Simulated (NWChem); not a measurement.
System: C₃H₉NSi; SMILES C=C[SiH2]NC

```xyz
14

C      1.0534     2.1348     0.0939
C     -0.2406     1.8089    -0.0227
Si    -0.8753     0.0470     0.0173
N      0.4526    -1.0338    -0.2648
C      0.4827    -2.4318     0.1522
H      1.8196     1.3750     0.2370
H      1.4034     3.1659     0.0547
H     -0.9618     2.6170    -0.1657
H     -2.0092    -0.0309    -0.9607
H     -1.4402    -0.3378     1.3420
H      1.0184    -0.8579    -1.0881
H     -0.0382    -2.5349     1.1099
H      1.5163    -2.7685     0.3039
H      0.0045    -3.1209    -0.5621
```
Atoms are numbered in this order, from 1.

All runs use the structure optimised with B3LYP/6-31G* (spherical d).

Question: List the 4 lowest vertical singlet excitations from PBE0/6-31G* (spherical d), TDA (NWChem).

Answer: 
| state | energy (eV) | oscillator strength | leading excitation (squared amplitude) |
|---|---|---|---|
| S1 | 5.34 | 0.010 | HOMO → LUMO (0.99) |
| S2 | 6.53 | 0.004 | HOMO → LUMO+1 (0.98) |
| S3 | 6.96 | 0.004 | HOMO−2 → LUMO (0.96) |
| S4 | 7.39 | 0.018 | HOMO → LUMO+2 (0.96) |
